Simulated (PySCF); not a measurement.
Ge(F)(Br)(OH)2 (BrFGeH2O2), SMILES [OH][Ge]([OH])([F])[Br]. Geometry: PBE-D3(BJ)/def2-SVP. The structure was generated by enumeration, and PubChem lists no compound with its InChIKey, so it may never have been made. One conformer was computed; it need not be the lowest.

Q: Give the equilibrium geometry at PBE-D3(BJ)/def2-SVP (PySCF confirms it by a frequency run) as bond lengths and angles. (Estimate from the structure and the level; the computed values follow.)

A: Several could match; the one computed here: 
Atoms: O1 Ge2 O3 F4 Br5 H6 H7. Bonded distances (Å): O1–Ge2 1.775, O1–H6 0.977, Ge2–O3 1.766, Ge2–F4 1.751, Ge2–Br5 2.288, O3–H7 0.978. Bond angles (°): Ge2–O1–H6 111.0, O1–Ge2–O3 107.8, O1–Ge2–F4 107.0, O1–Ge2–Br5 115.2, O3–Ge2–F4 111.0, O3–Ge2–Br5 108.7, F4–Ge2–Br5 107.0, Ge2–O3–H7 109.2.
